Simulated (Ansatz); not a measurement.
Basis-set extrapolation for B$_{2}$FH$_{3}$OSi (`FB1BO[SiH2]1`) (PBE0-D4/def2-TZVP geometry, frozen core, Ansatz). Multiplicity 1, RHF reference.

```csv
,def2-TZVPP,def2-QZVPP
HF,-514.530312,-514.549700
MP2 correlation,-0.779173,-0.843308
CCSD(T) correlation,-0.841944,not run
```

Energies in hartree. Use E(X) = E(∞) + A·exp(−7.88·√X) for Hartree–Fock and E(X) = E(∞) + B·X^(−2.97) for correlation, with X = 3 and 4, and add CCSD(T) minus MP2 of the smaller set to the MP2 limit.

Task: What is the CCSD(T) energy at the basis-set limit?

Result: HF limit: -514.549700 + (-0.019388) × 0.13774 = -514.55237. MP2 limit: -0.843308 + (-0.064135) × 0.74074 = -0.89082. Higher-order term: -0.841944 − (-0.779173) = -0.06277. Total: -515.50596 hartree, 351.0 kJ/mol below CCSD(T)/def2-TZVPP.
